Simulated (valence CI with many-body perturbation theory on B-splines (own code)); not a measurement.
## Valence orbitals of Bi20+

Level of theory: configuration interaction combined with many-body perturbation theory (CI+MBPT): three valence electrons over a frozen Dirac-Fock core [Kr] 4d10 4f14, radial functions for each j: 11 s, 11 p, 10 d, 8 f, 5 g, 2 h, with the one-electron correlation potential Σ1 (screened to all orders), the two-electron term Σ2, the three-electron term Σ3, Breit, model QED; selected single and double excitations, second order for the rest, scaled by the run's own slope (own B-spline code, finite nucleus).

No measured levels were compared; by estimate levels hold to about 250 cm⁻¹ or 0.2 % of their energy and the worst to 1 %, as in measured heavy ions of charge 2 to 7. The list stops below the first excitations out of the core.

These are the spectroscopic orbitals of the CI (the correlating ones are not listed), shaped by the core and the other valence electrons. h is the expectation value of the core's Dirac-Fock operator, without the valence repulsion; Σ1 is computed up to l = 3 at one energy for each symmetry, that of its lowest orbital but kept below the first core excitation, so for empty shells it is not the orbital's own correlation shift; Breit and QED include the response of the core.

| Orbital | h (hartree) | Σ1 (cm⁻¹) | Breit (cm⁻¹) | QED (cm⁻¹) | ⟨r⟩ (bohr) |
| --- | --- | --- | --- | --- | --- |
| 5s1/2 | -23.454 | -23973 | 4145 | 3573 | 0.7697 |
| 6s1/2 | -13.692 | -7405 | 1733 | 1483 | 1.319 |
| 7s1/2 | -9.0306 | -3393 | 884 | 766 | 2.010 |
| 8s1/2 | -6.4131 | -1885 | 520 | 451 | 2.840 |
| 9s1/2 | -4.7918 | -1167 | 333 | 289 | 3.812 |
| 10s1/2 | -3.7169 | -776 | 226 | 196 | 4.928 |
| 5p1/2 | -21.61 | -22474 | 6276 | 245 | 0.7979 |
| 6p1/2 | -12.821 | -7010 | 2623 | 100 | 1.376 |
| 7p1/2 | -8.5522 | -3325 | 1380 | 53.0 | 2.088 |
| 8p1/2 | -6.1219 | -1881 | 827 | 31.7 | 2.941 |
| 9p1/2 | -4.6015 | -1178 | 535 | 20.5 | 3.937 |
| 10p1/2 | -3.5859 | -790 | 366 | 14.0 | 5.076 |
| 5p3/2 | -20.321 | -18207 | 3280 | 476 | 0.8518 |
| 6p3/2 | -12.245 | -6022 | 1421 | 204 | 1.443 |
| 7p3/2 | -8.2388 | -2925 | 853 | 110 | 2.169 |
| 8p3/2 | -5.9319 | -1677 | 516 | 66.6 | 3.037 |
| 9p3/2 | -4.4775 | -1059 | 336 | 43.4 | 4.048 |
| 10p3/2 | -3.5004 | -715 | 231 | 29.8 | 5.201 |
| 5d3/2 | -17.417 | -14061 | 2077 | -142 | 0.9195 |
| 6d3/2 | -10.839 | -5153 | 963 | -65.9 | 1.558 |
| 7d3/2 | -7.4469 | -2648 | 541 | -37.0 | 2.329 |
| 8d3/2 | -5.4413 | -1570 | 336 | -22.9 | 3.242 |
| 9d3/2 | -4.1525 | -1015 | 223 | -15.2 | 4.297 |
| 5d5/2 | -17.179 | -13312 | 1273 | -23.4 | 0.9344 |
| 6d5/2 | -10.725 | -4949 | 589 | -11.4 | 1.576 |
| 7d5/2 | -7.3827 | -2555 | 339 | -6.4 | 2.350 |
| 8d5/2 | -5.4014 | -1519 | 210 | -4.0 | 3.267 |
| 9d5/2 | -4.1259 | -984 | 139 | -2.7 | 4.326 |
| 5f5/2 | -13.724 | -8674 | 335 | -93.9 | 1.060 |
| 6f5/2 | -9.027 | -3983 | 189 | -49.5 | 1.762 |
| 7f5/2 | -6.4099 | -2238 | 115 | -29.4 | 2.601 |
| 8f5/2 | -4.79 | -1397 | 75.2 | -18.9 | 3.581 |
| 5f7/2 | -13.67 | -8498 | 15.3 | -57.7 | 1.066 |
| 6f7/2 | -8.9993 | -3912 | 11.2 | -30.7 | 1.768 |
| 7f7/2 | -6.3936 | -2199 | 8.1 | -18.3 | 2.608 |
| 8f7/2 | -4.7795 | -1373 | 5.5 | -11.8 | 3.590 |
| 5g7/2 | -10.843 |  | 23.6 | -1.6 | 1.210 |
| 6g7/2 | -7.5665 |  | 14.1 | -2.8 | 1.960 |
| 7g7/2 | -5.5549 |  | 7.8 | -2.6 | 2.861 |
| 5g9/2 | -10.843 |  | -30.7 | 2.5 | 1.210 |
| 6g9/2 | -7.5662 |  | -32.7 | -0.1 | 1.961 |
| 7g9/2 | -5.5543 |  | -25.9 | -0.7 | 2.862 |
| 6h9/2 | -7.3094 |  |  |  | 1.844 |
| 6h11/2 | -7.3084 |  |  |  | 1.845 |

Among the shells of the start configuration 5s2 5p1, Σ1 is largest in size for 5s1/2, where it is 0.47 % of h.

Lowest root of each symmetry, sizes in configuration state functions:

| J | Parity | Roots | Reference | Variational | Second order | Change by selected CI (cm⁻¹) | Change by second order (cm⁻¹) |
| --- | --- | --- | --- | --- | --- | --- | --- |
| 1/2 | even | 2 | 99 | 3816 | 13031 | -1520 | -1 |
| 3/2 | even | 1 | 157 | 4165 | 14642 | -653 | -5 |
| 1/2 | odd | 1 | 70 | 2138 | 10796 | -1864 | -2 |
| 3/2 | odd | 1 | 111 | 3210 | 16104 | -1755 | -4 |
